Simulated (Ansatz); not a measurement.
Isomers of Be4O3⁺ (doublet), relaxed with PBE0-D4/def2-SVP; total energies from Ansatz at PBE0-D4/def2-TZVP.

```
isomer                                                                 description  energy (Eh)
     A                                    point group D∞h; 6 × Be–O 1.39 to 1.44 Å   -284.42699
     B                                    point group C2v; 6 × Be–O 1.40 to 1.48 Å   -284.42716
     C                                    point group C2v; 7 × Be–O 1.42 to 1.57 Å   -284.45691
     D                                    point group C3v; 9 × Be–O 1.57 to 1.66 Å   -284.42777
     E  point group C2v; 6 × Be–O 1.44 to 1.62 Å; 2 × Be–Be 2.21 Å; 1 × O–O 1.54 Å   -284.19998
```

The isomers come from a short search, and lower ones may exist.

Question: Work out the relative energies (1 Eh = 2625.5 kJ/mol) and the Boltzmann populations at 800 K from electronic energies alone (R = 8.314 J/mol/K).

Answer: ΔE: A 78.6, B 78.1, C 0.0, D 76.5, E 674.6 kJ/mol. RT = 6.65 kJ/mol. Factors exp(−ΔE/RT): A 7.36e-06, B 7.93e-06, C 1, D 1.01e-05, E 8.78e-45; sum 1.000. Populations: A 0.0 %, B 0.0 %, C 100.0 %, D 0.0 %, E 0.0 %. Zero-point energy, vibrational entropy and symmetry numbers are left out and can shift these; an error of 4 kJ/mol changes a ratio by a factor of 1.8. Over the other density-functional and correlated levels in def2 sets, the gap between C and D ranges from 61 to 111 kJ/mol.
